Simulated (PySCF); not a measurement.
## Shapes and spin states of HfCl₂

Method: PySCF, B3LYP, basis Hf def2-SVP with ECP60, Cl def2-SVP (scalar-relativistic core potentials, no spin–orbit coupling, density fitting).

Relaxations began from a few typed shapes and spin states; open shells are unrestricted. The search is not exhaustive: other isomers or separated fragments can lie lower, and high-lying points may rest on an excited occupation.

(1) Which is the lowest minimum found?
A. triplet C2v: Hf–Cl 2.376 Å (×2); Cl–Hf–Cl 155.4°
B. triplet C2v: Hf–Cl 2.375 Å (×2); Cl–Hf–Cl 153.4°
C. triplet D∞h: Hf–Cl 2.382 Å (×2); Cl–Hf–Cl 180.0°
D. singlet (closed shell, unstable to spin polarisation) C2v: Hf–Cl 2.341 Å (×2); Cl–Hf–Cl 152.9°
E. broken-symmetry Ms = 0 (⟨S²⟩ 0.50) C2v: Hf–Cl 2.352 Å (×2); Cl–Hf–Cl 154.6°
F. singlet (closed shell, unstable to spin polarisation) D∞h: Hf–Cl 2.349 Å (×2); Cl–Hf–Cl 180.0°

## Answers

(1) E. The others lie at 7.2 (singlet C2v), 9.1 (singlet D∞h, a saddle point), 29.6 (triplet C2v), 29.8 (triplet C2v), 31.1 (triplet D∞h, a saddle point) kJ/mol above it.

For the lowest minimum: the determinant is spin-contaminated (⟨S²⟩ = 0.50, pure value 0.00). The spin densities have lower symmetry than the nuclear frame. With an element this heavy the missing spin–orbit coupling can shift these numbers.

The electron or spin density has lower symmetry than the nuclear frame for the triplet C2v at 29.8 kJ/mol.
